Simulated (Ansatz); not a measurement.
C2H3FO2Zr (`C#[C][Zr]([OH])([OH])[F]`), relaxed with RKS PBE0-D4/def2-TZVP in Ansatz 0.2.0 from a GFN2-xTB geometry. The force threshold is 0.005 eV/Å; the program also tests the step.

The species carries charge 0 and has multiplicity 1. Zr: def2 effective core potential.

Start:

```xyz
9

C    -1.798    0.422    2.136
C    -1.052    0.303    1.191
Zr    0.239    0.105   -0.576
O     1.861    1.021   -0.365
O     0.660   -1.685   -0.979
F    -0.702    0.574   -2.145
H    -2.446    0.529    2.966
H     2.777    0.722   -0.354
H     0.461   -1.992   -1.875
```

| step | energy (eV) | largest force (eV/Å) | largest move (Å) |
| --- | --- | --- | --- |
| 1 | -10212.3721 | 1.467 | 0.000 |
| 2 | -10212.5409 | 0.706 | 0.199 |
| 3 | -10212.5805 | 0.627 | 0.117 |
| 4 | -10212.6195 | 0.742 | 0.147 |
| 5 | -10212.6719 | 0.288 | 0.200 |
| 6 | -10212.6839 | 0.324 | 0.176 |
| 7 | -10212.6902 | 0.024 | 0.054 |
| 8 | -10212.6904 | 0.110 | 0.024 |
| 9 | -10212.6905 | 0.005 | 0.007 |

End:

```xyz
9

C    -1.732    0.366    2.082
C    -1.037    0.272    1.090
Zr    0.192    0.127   -0.732
O     1.897    0.887   -0.350
O     0.313   -1.714   -1.210
F    -0.646    1.104   -2.141
H    -2.344    0.450    2.953
H     2.815    1.112   -0.229
H     0.542   -2.603   -1.463
```

Hardware: 4 threads of an Arm Neoverse V1 on a shared host. Wall time 41 s, peak host memory 0.56 GiB.
